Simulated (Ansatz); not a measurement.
A run for Ansatz (a quantum-chemistry and plane-wave program): R-B3LYP/def2-TZVPPD on C2H6O2 (a complex), monomers drawn apart or pushed together. Files ending in .json are basis or fitting sets from the Basis Set Exchange.

Ansatz 0.2 input:
```yaml
crystal:
  periodic: [false, false, false]
  atoms:
    - {symbol: C, position_ang: [0.31074965, -0.56004906, 0.25018440]}
    - {symbol: O, position_ang: [-0.37327765, 0.62179877, 0.66300075]}
    - {symbol: H, position_ang: [0.85708018, -0.40363939, -0.68452736]}
    - {symbol: H, position_ang: [-0.45096744, -1.31991489, 0.08286835]}
    - {symbol: H, position_ang: [1.00265746, -0.91502922, 1.01962444]}
    - {symbol: H, position_ang: [0.27898971, 1.31903466, 0.78971361]}
    - {symbol: C, position_ang: [-0.40766360, 0.23918439, 4.44593714]}
    - {symbol: O, position_ang: [0.74822776, 0.04230401, 4.70993781]}
    - {symbol: H, position_ang: [-0.85994965, 1.24694478, 4.49505661]}
    - {symbol: H, position_ang: [-1.09551056, -0.57668959, 4.15978894]}
basis:
  gaussian:
    orbitals: def2-TZVPPD.json
hamiltonian:
  xc: {name: B3LYP}
scf: {lower_state_search: off}
```

It printed:

```
WARN ansatz: RAYON_NUM_THREADS=2 ignored (pool sized by the plan → 2); use --threads N
Functional definition: B3LYP
these checks for a lower state are left out or cut short: stability, starts, cluster_reference, orbital_swaps, neighbouring_geometries, increment
integrals: 0.13 GiB planned
1070 factors; their error is unknown
mean field: 1.35 GiB planned
mean field evaluation 1: about -6259.1134 eV, gradient 6.9e1 eV
mean field evaluation 2: about -6243.8182 eV, gradient 1.1e2 eV
mean field evaluation 4: about -6267.7475 eV, gradient 6.8e0 eV
mean field evaluation 8: about -6267.8292 eV, gradient 1.4e-1 eV
mean field evaluation 16: about -6267.8173 eV, gradient 5.0e-5 eV
mean field -6267.81730238 eV, -230.3380373834 hartree, gradient 3.4e-6 eV, S^2 0.000000; 0 other end points of the search recorded, 0 dependent functions left out
reference -6267.81762068 eV, -230.3380490807 hartree; 17, 17 occupied and 239, 239 virtual orbitals, 1070 factors
Total energy: -6267.81762068 eV, -230.3380490807 hartree
Checks for a lower state left out: stability, starts, cluster_reference, orbital_swaps, neighbouring_geometries, increment
```

The calculation finished and met its thresholds.

Cost: about 2.9 core-seconds (a rough figure).
